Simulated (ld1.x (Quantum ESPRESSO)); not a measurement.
LDA (PZ) ultrasoft dataset for Ni (Z = 28), scalar-relativistic all-electron reference.

nickel, ultrasoft, made with ld1.x (Quantum ESPRESSO) 7.5 (LDA (PZ), scalar-relativistic). Core [Ar], reference 3d7 4s0 4p0 (charge +3). Waves: 4s (bound, empty): rcut 1.60, rcutus 1.75 bohr; 4s channel at -0.45 Ry: rcut 1.60, rcutus 1.75 bohr; 4p (bound, empty): rcut 1.65, rcutus 1.90 bohr; 4p channel at -0.35 Ry: rcut 1.65, rcutus 1.90 bohr; 3d (bound): rcut 1.30, rcutus 1.75 bohr; 3d channel at -2.05 Ry: rcut 1.30, rcutus 1.75 bohr. Local part: all-electron potential smoothed inside 1.75 bohr (lloc = -1). Core correction: none. Augmentation charge: PSQ, inside the norm-conserving radii.

**Question.** Does the generator finish with these settings?

**Answer.** Yes, a potential is produced and its reference levels are reproduced.

**Question.** Estimate the cutoffs (Ry, on a coarse ladder) from which the occupation-weighted sum of valence levels, in a spherical-Bessel basis at the reference potential, stays within 10 and 1 mRy of its value at 400 Ry.

**Answer.** 35 Ry and 55 Ry.

**Question.** Does the potential have ghost states?

**Answer.** No extra level below or beside the all-electron valence levels (s, p, d, f tested).

**Question.** Is the overlap operator S = 1 + Σ q|β⟩⟨β| positive definite (Bessel basis up to 400 Ry)?

**Answer.** Yes: its lowest eigenvalue is 0.14 (d channel).

Its largest configuration-test error is +129 meV (3d7 4s2 4p0). 8 of 9 tests not solved or not reliable. Not counted: 3d8.5 4s1.5 4p0 (solver errors, printed error -973 eV); 3d8 4s2 4p0 (solver errors, printed error -957 eV); 3d8 4s2 4p0 (spin-polarised) (solver errors, printed error -956 eV); 5 more.
